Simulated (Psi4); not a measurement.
C2ClO2Pt (SMILES [O+]#[C-]->[Pt+]([Cl])<-[C-]#[O+]), charge +1, singlet, at a GFN2-xTB geometry (such geometries of metal compounds can be far from the true shape) (the multiplicity is a formal guess) (core potentials on Pt), with bond 5-6 at 1.25 times its length; HF/def2-SVP (Psi4).

The Psi4 input:
```
memory 2 GB

molecule mol {
1 1
  Pt   -0.100349   -0.078233    0.007090
  Cl   -1.702310   -1.327132    0.120268
  O     0.411658    2.551488   -1.398420
  C     0.315076    1.582711   -0.843089
  O     2.940214   -0.161717    1.298738
  C     1.679659   -0.027603    0.702162
}

set basis def2-svp
set reference rhf
set stability_analysis check
set scf_type pk

energy('scf')
print_variables()
```

### Question
Predict the main parts of the log of this Psi4 run.

### Answer

```
   => Loading Basis Set <=

    Name: DEF2-SVP
    Role: ORBITAL
    Keyword: BASIS

    !!!  WARNING: ECP capability is in beta. Please check occupations closely.  !!!

         ---------------------------------------------------------
                                   SCF
               by Justin Turney, Rob Parrish, Andy Simmonett
                          and Daniel G. A. Smith
                              RHF Reference
         ---------------------------------------------------------

  ==> Geometry <==

    Molecular point group: c1
    Full point group: C1

    Geometry (in Angstrom), charge = 1, multiplicity = 1:

       Center              X                  Y                   Z               Mass
    ------------   -----------------  -----------------  -----------------  -----------------
         PT          -0.094953769535    -0.061531031530    -0.000962522723   194.964791700000
         CL          -1.696914769535    -1.310430031530     0.112215477277    34.968852682000
         O            0.417053230465     2.568189968470    -1.406472522723    15.994914619570
         C            0.320471230465     1.599412968470    -0.851141522723    12.000000000000
         O            2.945609230465    -0.145015031530     1.290685477277    15.994914619570
         C            1.685054230465    -0.010901031530     0.694109477277    12.000000000000

  Running in c1 symmetry.

  Rotational constants: A =      0.08107  B =      0.04930  C =      0.03066 [cm^-1]
  Rotational constants: A =   2430.56365  B =   1478.08837  C =    919.13730 [MHz]
  Nuclear repulsion =  316.322301871167952

  Charge       = 1
  Multiplicity = 1
  Electrons    = 62
  Nalpha       = 31
  Nbeta        = 31

  ==> Algorithm <==

  SCF Algorithm Type is PK.
  DIIS enabled.
  MOM disabled.
  Fractional occupation disabled.
  Guess Type is SAD.
  Energy threshold   = 1.00e-06
  Density threshold  = 1.00e-06
  Integral threshold = 1.00e-12

  ==> Primary Basis <==

  Basis Set: DEF2-SVP
    Blend: DEF2-SVP
    Number of shells: 44
    Number of basis functions: 106
    Number of Cartesian functions: 116
    Spherical Harmonics?: true
    Max angular momentum: 3

  Core potential: DEF2-SVP
    Number of shells: 4
    Number of ECP primitives: 10
    Number of ECP core electrons: 60
    Max angular momentum: 3

  ==> Integral Setup <==

  Using in-core PK algorithm.
   Calculation information:
      Number of atoms:                   6
      Number of AO shells:              44
      Number of primitives:             85
      Number of atomic orbitals:       116
      Number of basis functions:       106

      Integral cutoff                 1.00e-12
      Number of threads:                 1

  Performing in-core PK
  Using 32165912 doubles for integral storage.
  We computed 366435 shell quartets total.
  Whereas there are 490545 unique shell quartets.

  ==> DiskJK: Disk-Based J/K Matrices <==

    J tasked:                  Yes
    K tasked:                  Yes
    wK tasked:                  No
    Schwarz Cutoff:          1E-12

  Minimum eigenvalue in the overlap matrix is 5.0898380606E-03.
  Reciprocal condition number of the overlap matrix is 1.1426397119E-03.
    Using symmetric orthogonalization.

  ==> Pre-Iterations <==

  SCF Guess: Superposition of Atomic Densities via on-the-fly atomic UHF (no occupation information).

   -------------------------
    Irrep   Nso     Nmo
   -------------------------
     A        106     106
   -------------------------
    Total     106     106
   -------------------------

  ==> Iterations <==

                        Total Energy        Delta E     RMS |[F,P]|

   @RHF iter SAD:  -801.85866560382294   -8.01859e+02   0.00000e+00
   @RHF iter   1:  -802.10543712110803   -2.46772e-01   9.30287e-03 DIIS/ADIIS
   @RHF iter   2:  -801.50591320257013    5.99524e-01   1.52266e-02 DIIS/ADIIS
   @RHF iter   3:  -802.60934507467675   -1.10343e+00   2.04734e-03 DIIS/ADIIS
   @RHF iter   4:  -802.63064876247950   -2.13037e-02   1.09132e-03 DIIS/ADIIS
   @RHF iter   5:  -802.64065088815983   -1.00021e-02   3.07018e-04 DIIS/ADIIS
   @RHF iter   6:  -802.64245534420240   -1.80446e-03   1.10661e-04 DIIS/ADIIS
   @RHF iter   7:  -802.64262156896643   -1.66225e-04   3.75934e-05 DIIS
   @RHF iter   8:  -802.64263828283265   -1.67139e-05   1.19793e-05 DIIS
   @RHF iter   9:  -802.64264005135124   -1.76852e-06   5.75485e-06 DIIS
   @RHF iter  10:  -802.64264057946252   -5.28111e-07   3.23502e-06 DIIS
   @RHF iter  11:  -802.64264082894351   -2.49481e-07   1.68698e-06 DIIS
   @RHF iter  12:  -802.64264097338241   -1.44439e-07   8.32417e-07 DIIS
  Energy and wave function converged.

	Presorting SO-basis two-electron integrals.
	Sorting File: SO Ints (nn|nn) nbuckets = 1
	Constructing frozen core operators
	Starting first half-transformation.
	Sorting half-transformed integrals.
	First half integral transformation complete.
	Starting second half-transformation.
	Two-electron integral transformation complete.
	Starting first half-transformation.
	Sorting half-transformed integrals.
	First half integral transformation complete.
	Starting second half-transformation.
	Two-electron integral transformation complete.
    Lowest singlet (RHF->RHF) stability eigenvalues:
       A 0.097106         A 0.101457         A 0.115432         A 0.115466
       A 0.142711

    Lowest triplet (RHF->UHF) stability eigenvalues:
       A -0.048274        A 0.015710         A 0.015722         A 0.041071
       A 0.046333

  ==> Post-Iterations <==

    Orbital Energies [Eh]
    ---------------------

    Doubly Occupied:

[...]
      31A     -0.642070

    Virtual:

[...]
    Final Occupation by Irrep:
              A
    DOCC [    31 ]
    NA   [    31 ]
    NB   [    31 ]

  @RHF Final Energy:  -802.64264097338241

   => Energetics <=

    Nuclear Repulsion Energy =            316.3223018711679515
    One-Electron Energy =               -1764.5289374931601287
    Two-Electron Energy =                 645.5639946486096505
    Total Energy =                       -802.6426409733824130

Computation Completed

Properties will be evaluated at   0.000000,   0.000000,   0.000000 [a0]

Properties computed using the SCF density matrix

 Multipole Moments:

 ------------------------------------------------------------------------------------
     Multipole            Electronic (a.u.)      Nuclear  (a.u.)        Total (a.u.)
 ------------------------------------------------------------------------------------

 L = 1.  Multiply by 2.5417464519 to convert [e a0] to [Debye]
 Dipole X            :        -15.3789135           15.8316219            0.4527084
 Dipole Y            :         -9.5505056           10.4532128            0.9027072
 Dipole Z            :         -0.4107775            0.0412888           -0.3694887
 Magnitude           :                                                    1.0753358

 ------------------------------------------------------------------------------------

  Variable Map:
  ----------------------------------------------------------------------------
[...]
  Array Variable Map:
  ----------------------------------------------------------------------------
[...]
[...]
```
